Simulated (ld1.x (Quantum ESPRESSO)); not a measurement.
sulfur: RRKJ pseudisation with PBE, scalar-relativistic reference atom.

ld1.x (Quantum ESPRESSO) 7.5 was run on this input:

```
&input
   title='S', zed=16., rel=1, dft='PBE', iswitch=3,
   config='[Ne] 3s2 3p4 3d-2',
   nld=3, rlderiv=1.80, eminld=-3.0, emaxld=5.0, deld=0.02
 /
 &inputp
   pseudotype=2, tm=.false., rho0=0.001, lloc=2,
   nlcc=.false.,
   file_pseudopw='S.UPF', file_wfcaegen='ae.wfc', file_wfcncgen='nc.wfc', file_beta='beta', file_chi='chi'
 /
3
3S  1  0   2.00   0.00  1.30  1.30  0.0
3P  2  1   4.00   0.00  1.65  1.65  0.0
3D  3  2  -2.00   0.05  1.50  1.50  0.0
 &test
   configts(1)='3s2 3p4'
 /
```

Command:

```bash
ld1.x < S.in > S.out
```

The program printed (shortened: banner, matrices, multipoles, cross overlaps and the repeated all-electron block are left out):

```
Program LD1 v.7.5
     --------------------------- All-electron run ----------------------------

     S
     scalar relativistic calculation

     atomic number is 16.00
     dft =PBE   lsd =0 sic =0 latt =0  beta=0.20 tr2=1.0E-14
     Exchange-correlation= PBE
                           (   1   4   3   4   0   0   0)
     mesh =1151 r(mesh) =  99.72449 a.u. xmin = -7.00 dx = 0.01250
     1 Ry =  13.60569312 eV, c = 137.03599908

     n l     nl                  e(Ry)          e(Ha)          e(eV)
     1 0     1S 1( 2.00)      -176.8331       -88.4165     -2405.9365
     2 0     2S 1( 2.00)       -15.5603        -7.7802      -211.7088
     2 1     2P 1( 6.00)       -11.5030        -5.7515      -156.5061
     3 0     3S 1( 2.00)        -1.2683        -0.6342       -17.2564
     3 1     3P 1( 4.00)        -0.5151        -0.2576        -7.0088

     final scf error:  6.2E-15 reached in  25 iterations

     Etot =    -798.093270 Ry,    -399.046635 Ha,  -10858.612115 eV

     Ekin =     801.127734 Ry,     400.563867 Ha,   10899.898095 eV
     Encl =   -1902.852675 Ry,    -951.426337 Ha,  -25889.629551 eV
     Eh   =     354.564312 Ry,     177.282156 Ha,    4824.093217 eV
     Exc  =     -50.932640 Ry,     -25.466320 Ha,    -692.973876 eV

     normalization and overlap integrals

     s(1S/1S) =  1.000000  <r> =   0.0969  <r2> =    0.0126  r(max) =   0.0633
     s(2S/2S) =  1.000000  <r> =   0.4790  <r2> =    0.2731  r(max) =   0.3877
     s(2P/2P) =  1.000000  <r> =   0.4425  <r2> =    0.2449  r(max) =   0.3254
     s(3S/3S) =  1.000000  <r> =   1.6944  <r2> =    3.3424  r(max) =   1.4048
     s(3P/3P) =  1.000000  <r> =   2.0716  <r2> =    5.1763  r(max) =   1.6119

     ------------------------ End of All-electron run ------------------------

     --------------------- Generating NC pseudopotential ---------------------

      Generating local pot.: lloc=2, matching radius rcloc =   1.5000

      Wfc   3S  rcut= 1.287  Estimated cut-off energy=       25.92 Ry
      Using 4 Bessel functions for this wfc, rho(0) = 0.001
      This function has    0 nodes for 0 < r <    1.287

      Wfc   3P  rcut= 1.653  Estimated cut-off energy=       63.68 Ry
      This function has    0 nodes for 0 < r <    1.653

     ------------------- End of pseudopotential generation -------------------

     Computing logarithmic derivative in   1.79262
     Computing logarithmic derivative in   1.79262
     Computing the partial wave expansion
     R is outside the sphere for l=    0 j= 0.00
     R is outside the sphere for l=    1 j= 0.00
       no projector for channel:   2

     ---------------------- Testing the pseudopotential ----------------------

     S
     scalar relativistic calculation

     atomic number is 16.00   valence charge is  6.00
     dft =PBE   lsd =0 sic =0 latt =0  beta=0.20 tr2=1.0E-14
     mesh =1151 r(mesh) =  99.72449 xmin = -7.00 dx = 0.01250

     n l     nl             e AE (Ry)        e PS (Ry)    De AE-PS (Ry)
     1 0     3S   1( 2.00)       -1.26832       -1.26833        0.00001
     2 1     3P   1( 4.00)       -0.51514       -0.51514        0.00000

     eps = 7.3E-15  iter = 11

     Etot =    -798.093270 Ry,    -399.046635 Ha,  -10858.612115 eV
     Etotps =   -20.137137 Ry,     -10.068569 Ha,    -273.979708 eV

     Ekin =       7.404337 Ry,       3.702169 Ha,     100.741143 eV
     Encl =     -44.395827 Ry,     -22.197913 Ha,    -604.035992 eV
     Ehrt =      16.765550 Ry,       8.382775 Ha,     228.106924 eV
     Ecxc =      -4.182266 Ry,      -2.091133 Ha,     -56.902630 eV
     Epseu=       4.271068 Ry,       2.135534 Ha,      58.110847 eV

     ---------------------- End of pseudopotential test ----------------------
```

Generation and configuration tests took about 0.92 s on one core of a shared server CPU.
